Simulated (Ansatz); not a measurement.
Gas-phase electronic energies from Ansatz, PBE0-D4/def2-TZVP geometries. CCSD(T)/CBS is the MP2 limit (def2-TZVPP, def2-QZVPP) plus CCSD(T) − MP2 in def2-TZVPP, frozen cores. This one scheme is used for every species. Functionals use def2-TZVPP. HSE06 is defined as in plane-wave codes. Each species was taken in one conformer, which may not be the lowest.

Consider the ligand exchange at the Si–N bond: `[SiH3]N[SiH](Cl)Cl` + `BN` → `BN[SiH3]` + `N[SiH](Cl)Cl`.

(1) Is it downhill or uphill in electronic energy at CCSD(T)/CBS, and by how much? (An estimate is asked.)

(2) What do these levels give: LDA (SPW92), PBE-D4, revPBE-D4, BLYP-D4, r2SCAN0-D4, CAM-B3LYP-D4, ωB97M-V, BLYP, HSE06, CCSD(T)/def2-SVP, CCSD(T)/def2-TZVPP, CCSD/CBS(def2)? (An estimate is asked.)

Largest T1 diagnostic among the species: 0.012.

## Answers

(1) Computed: Uphill: ΔE = +0.17 eV.

(2) Ansatz gave: LDA (SPW92) 0.18, PBE-D4 0.19, revPBE-D4 0.18, BLYP-D4 0.19, r2SCAN0-D4 0.18, CAM-B3LYP-D4 0.18, ωB97M-V 0.18, BLYP 0.15, HSE06 0.16, CCSD(T)/def2-SVP 0.22, CCSD(T)/def2-TZVPP 0.18, CCSD/CBS(def2) 0.16 eV.

Leaving LDA and LC-ωPBE aside and taking each functional with its dispersion term where it has one, the values, not all of them listed here, spread over 0.03 eV, from B2PLYP to BHLYP-D4. At CCSD(T), def2-SVP lies +0.05 eV from the extrapolated value and def2-TZVPP +0.01 eV. In def2-TZVPP, CCSD(T) changes the Hartree–Fock value by +0.04 eV (the triples alone add +0.01 eV) and MP2 by +0.05 eV.
